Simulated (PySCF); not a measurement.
C3H10SiTe, SMILES [TeH][Si](C)(C)C, GFN2-xTB optimised geometry.

```
15

Te     0.37    -2.05     0.00
H      2.02    -2.05     0.00
Si     0.33     0.46     0.00
C      1.18     1.17     1.56
C     -1.50     0.97    -0.02
C      1.20     1.17    -1.54
H      1.14     2.26     1.57
H      0.70     0.81     2.46
H      2.22     0.88     1.60
H     -2.02     0.59     0.86
H     -2.01     0.58    -0.89
H     -1.60     2.05    -0.02
H      0.73     0.83    -2.46
H      2.24     0.86    -1.58
H      1.18     2.26    -1.55
```

Density from PBE0/def2-TZVP, def2 effective core potentials past Kr run with PySCF 2.14.0 at that geometry. The core electrons that the potentials of Te replace are not part of the density.

Minimum of the electron density along straight lines between bonded atoms, close to the bond critical point (lines longer than 1.1 times the sum of covalent radii, or with two minima, are not listed):

```tsv
bond	length / Å	ρ at the minimum / e bohr⁻³	∇²ρ there / e bohr⁻⁵	position (fraction from the first atom)
Te1–H2	1.646	0.137	[?]	0.63
Te1–Si3	2.510	[?]	[?]	0.64
Si3–C4	1.907	0.116	0.14	0.39
Si3–C5	1.901	0.117	0.15	0.39
Si3–C6	1.907	0.116	0.14	0.39
C4–H7	1.086	0.274	-0.92	0.64
C4–H8	1.086	0.275	-0.92	0.64
C4–H9	1.086	0.275	-0.92	0.64
C5–H10	1.086	0.275	-0.92	0.64
C5–H11	1.086	0.275	-0.92	0.64
C5–H12	1.085	0.275	-0.92	0.64
C6–H13	1.086	0.275	-0.92	0.64
C6–H14	1.086	0.275	-0.92	0.64
C6–H15	1.086	0.274	-0.92	0.64
```

Question: Fill in the missing entries.

Answer: 
- Te1–H2, ∇²ρ there / e bohr⁻⁵: -0.04
- Te1–Si3, ρ at the minimum / e bohr⁻³: 0.081
- Te1–Si3, ∇²ρ there / e bohr⁻⁵: -0.11
